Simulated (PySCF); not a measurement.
**Broadened absorption spectrum of 4-tert-butyltoluene**

Species: 4-tert-butyltoluene, C11H16.
InChI=1S/C11H16/c1-9-5-7-10(8-6-9)11(2,3)4/h5-8H,1-4H3

The calculation used PySCF, TDDFT wB97X-D/def2-SVPD, vertical, gas phase, core orbitals frozen in the response. Geometry: PBE0-D3(BJ)/def2-SVP; no solvent, vibrations or thermal averaging. Torsions of this conformer, `[CH3:1][c:2]1[cH:3][cH:4][c:5]([C:6]([CH3:7])([CH3:8])[CH3:9])[cH:10][cH:11]1`: C4–C5–C6–C7 -119°.

Computed states:

```csv
state,E (eV),f
S1,5.32,0.0051
S2,5.98,0.065
S3,6.87,0.400
S4,6.90,0.937
S5,6.97,0.012
S6,7.35,0.0000
S7,7.62,0.021
S8,7.66,0.0009
S9,7.74,0.0002
S10,7.81,0.0006
```

Broadening: Gaussians 0.5 eV wide at half height, area fixed by f = 4.319×10⁻⁹ ∫ε dν̃. The width is an assumption, not a result. The curve ends short of the highest state used, and states not computed would add to its high-energy end.

(1) Give the broadened spectrum and its maxima.

(2) Coming from long wavelengths, where does ε first pass 100 L mol⁻¹ cm⁻¹?

(3) On this curve, what absorbance would a 10⁻⁵ mol/L sample give at 248 nm over a 1 cm path?

Results:

(1) 
| λ (nm) | ε (L mol⁻¹ cm⁻¹) |
| --- | --- |
| 172.0 | 24333 |
| 174.3 | 42479 |
| 176.6 | 60585 |
| 178.9 | 71429 |
| 181.3 | 70249 |
| 183.6 | 58490 |
| 185.9 | 41867 |
| 188.2 | 26083 |
| 190.5 | 14371 |
| 192.8 | 7251 |
| 195.1 | 3721 |
| 197.4 | 2453 |
| 199.8 | 2396 |
| 202.1 | 2824 |
| 204.4 | 3281 |
| 206.7 | 3519 |
| 209.0 | 3440 |
| 211.3 | 3073 |
| 213.6 | 2525 |
| 215.9 | 1925 |
| 218.3 | 1361 |
| 220.6 | 941 |
| 222.9 | 653 |
| 225.2 | 478 |
| 227.5 | 385 |
| 229.8 | 339 |
| 232.1 | 314 |
| 234.4 | 293 |
| 236.7 | 266 |
| 239.1 | 231 |
| 241.4 | 193 |
| 243.7 | 154 |
| 246.0 | 118 |
| 248.3 | 86 |
| 250.6 | 61 |
| 252.9 | 41 |
| 255.2 | 27 |
| 257.6 | 16 |
| 259.9 | 10 |
| 262.2 | 6 |
| 264.5 | 3 |
| 266.8 | 2 |
| 269.1 | 1 |
| 271.4 | 1 |

Maxima: 207 nm (5.98 eV), ε about 3500, made up of S2 (100%); 180 nm (6.89 eV), ε about 73000, made up of S3 (30%) and S4 (70%) (ε in L mol⁻¹ cm⁻¹; maxima over ε = 5, shares over 10%).

(2) At about 247 nm (5.02 eV), 0.30 eV below S1.

(3) 248 nm is 4.999 eV, where ε is about 90 L mol⁻¹ cm⁻¹, so A = ε c l ≈ 0.0009 (Beer–Lambert, with the gas-phase spectrum and the assumed width).
